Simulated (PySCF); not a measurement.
# Ionisation energy of Tc by level of theory

Tc [Kr] 4d5 5s2 (6S) → Tc⁺ [Kr] 4d5 5s1 (7S), as a difference of total energies. Computed with PySCF 2.14 in aug-cc-pVDZ-PP with ECP28MDF, with a scalar-relativistic core potential. Correlated levels: valence: 4s2 4p6 frozen. The calculations carry no spin-orbit coupling.

| method | ionisation energy (eV) |
| --- | --- |
| UHF | 5.576 |
| M06-L | 7.450 |
| TPSS | 6.804 |
| MP2 (valence) | 6.701 |
| SCS-MP2 (valence) | 6.936 |

Errors of the correlated levels include the incompleteness of this basis and the frozen core.

MP2 underrates the near-degeneracy of ns² with np² in the lower species.

**Question.** Which method comes closest to the reference value, and which is furthest?

**Answer.** The reference is 7.119 eV (measured; NIST Atomic Spectra Database, ionization energies). Closest: SCS-MP2 (valence) (error -0.183 eV); furthest: UHF (error -1.543 eV).
